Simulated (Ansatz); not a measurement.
Basis-set series for BrCl2HSn (`[Cl][SnH]([Cl])[Br]`). Charge 0, multiplicity 1. Sn takes the def2 core potential. Geometry: relaxed with PBE0-D4/def2-TZVP.

```xyz
5

Cl   -1.606    0.987    1.237
Sn    0.148    0.063    0.065
Cl   -0.050    0.773   -2.117
Br   -0.124   -2.370    0.093
H     1.632    0.547    0.722
```

```json
{"functional": "PBE0-D4", "basis": "def2-TZVPP", "functions": "196", "energy (Eh)": "-3709.03370", "HOMO (eV)": "-8.98", "LUMO (eV)": "-2.39"}
{"functional": "PBE0-D4", "basis": "def2-QZVPP", "functions": "341", "energy (Eh)": "-3709.11591", "HOMO (eV)": "-8.99", "LUMO (eV)": "-2.42"}
{"functional": "ωB97M-V", "basis": "def2-TZVPP", "functions": "196", "energy (Eh)": "-3709.38574", "HOMO (eV)": "-11.19", "LUMO (eV)": "-0.39"}
{"functional": "ωB97M-V", "basis": "def2-QZVPP", "functions": "341", "energy (Eh)": "-3709.46481", "HOMO (eV)": "-11.22", "LUMO (eV)": "-0.47"}
```

Question: Give the rows for def2-SVP. (Estimate.)

Answer: Ansatz gave: 
```
functional     basis  functions  energy (Eh)  HOMO (eV)  LUMO (eV)
   PBE0-D4  def2-SVP         99  -3708.38989      -8.85      -2.25
   ωB97M-V  def2-SVP         99  -3708.74673     -11.03      -0.14
```

Scalar relativity is left out up to krypton.
